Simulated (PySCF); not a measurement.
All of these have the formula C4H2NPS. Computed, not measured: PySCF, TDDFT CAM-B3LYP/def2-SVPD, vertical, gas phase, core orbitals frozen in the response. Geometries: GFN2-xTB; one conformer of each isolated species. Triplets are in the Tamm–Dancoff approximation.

A. `N#Cc1cscp1`
B. `c1pc(sc1)C#N`
C. `c1pcc(C#N)s1`

Lowest singlet levels (six at most, fewer where fewer were computed) with oscillator strengths:

1. 274 nm (f 0.170); 256 nm (f 0.086); 250 nm (f 0.007); 216 nm (f 0.000); 211 nm (f 0.001); 201 nm (f 0.000); T1 2.65 eV
2. 248 nm (f 0.067); 238 nm (f 0.001); 225 nm (f 0.007); 217 nm (f 0.160); 211 nm (f 0.000); 203 nm (f 0.359); T1 3.14 eV
3. 267 nm (f 0.111); 240 nm (f 0.037); 238 nm (f 0.003); 214 nm (f 0.000); 207 nm (f 0.407); 196 nm (f 0.001); T1 2.93 eV

**Question.** Match each spectrum to its molecule.

**Answer.** 1 = B, 2 = A, 3 = C.
- A: S1 at 5.00 eV, HOMO→LUMO (73%), HOMO-1→LUMO+1 (10%), HOMO→LUMO+1 (9%); Löwdin shares by element: HOMO carbon 32% or more, phosphorus 32%, sulfur 22%; LUMO carbon 38% or more, phosphorus 24%, sulfur 23% (atoms not listed hold the other 15%); HOMO -8.88 and LUMO -1.00 eV; point group Cs, 1 of its 6 listed states under f = 0.0005.
- B: S1 at 4.52 eV, HOMO→LUMO (91%); Löwdin shares by element: HOMO carbon 38% or more, phosphorus 25%, nitrogen 12% (atoms not listed hold the other 25%); LUMO phosphorus 30%, carbon 29% or more, sulfur 18% (atoms not listed hold the other 24%); HOMO -8.73 and LUMO -1.64 eV; point group Cs, 2 of its 6 listed states under f = 0.0005.
- C: S1 at 4.64 eV, HOMO→LUMO (90%); Löwdin shares by element: HOMO carbon 38% or more, phosphorus 28%, sulfur 14% (atoms not listed hold the other 20%); LUMO carbon 36% or more, sulfur 22%, phosphorus 16% (atoms not listed hold the other 27%); HOMO -8.72 and LUMO -1.34 eV; point group Cs, 1 of its 6 listed states under f = 0.0005.
B and C have S1 within 0.12 eV of each other; their strongest listed levels stand at 4.52 eV (f 0.170) and 5.98 eV (f 0.407).
